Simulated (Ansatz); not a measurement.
`O[SiH2]N[SiH3]` + H₂ → silanol + `N[SiH3]` at 298.15 K and 1 bar (hydrogenolysis of the Si–N bond).

Calculated with Ansatz (gas phase, PBE0-D4/def2-TZVP geometries, no zero-point term in ΔE). CCSD(T)/CBS is the MP2 limit (def2-TZVPP, def2-QZVPP) plus CCSD(T) − MP2 in def2-TZVPP, frozen cores. This one scheme is used for every species. Each species was taken in one conformer, which may not be the lowest.

| species | CCSD(T)/CBS energy (Eh) | H − E (kJ/mol) | S (J/(mol·K)) |
| --- | --- | --- | --- |
| `O[SiH2]N[SiH3]` | -712.34297 | 213.7 | 351.6 |
| H₂ | -1.17544 | 35.1 | 130.4 |
| `O[SiH3]` | -366.69042 | 113.6 | 257.8 |
| `N[SiH3]` | -346.80422 | 145.7 | 264.3 |

H − E and S are ideal-gas, rigid-rotor, harmonic terms from PBE0-D4/def2-TZVP, for one conformer and one mirror image of each species. For small species the MP2-based limit differs from directly extrapolated CCSD(T) by up to some mEh (0.8 for H₂); such offsets cancel only in part. 1 Eh = 2625.50 kJ/mol, R = 8.31446 J/(mol·K).

Task: By hand: ΔE, ΔH, ΔS and ΔG.

Result: ΔE = (-366.69042) + (-346.80422) − (-712.34297) − (-1.17544) = 0.02377 Eh = 62.4 kJ/mol. Δ(H − E) = 113.6 + 145.7 − 213.7 − 35.1 = 10.5, so ΔH = 72.9 kJ/mol. ΔS = 257.8 + 264.3 − 351.6 − 130.4 = 40.1 J/(mol·K). ΔG = 72.9 − 298.15 × (40.1)/1000 = 60.9 kJ/mol.

Task: By hand: the equilibrium constant, and the temperature at which ΔG would vanish if ΔH and ΔS stayed fixed.

Result: log₁₀ K = −ΔG/(RT ln 10) = -10.7. ΔG = 0 at ΔH/ΔS = 1818 K.

ΔH outweighs TΔS. A doubt of 5 kJ/mol in ΔE shifts log₁₀ K by 0.9 here. Other conformers and mirror images would add mixing entropy, several J/(mol·K) or more a flexible species. Modes under 60 cm⁻¹, often nearly free rotors, make the harmonic entropy too high. These are equilibria of isolated gas molecules and say nothing of rates. Largest T1 diagnostic: 0.011 (customary marks: 0.02 for closed shells, 0.045 for open ones).
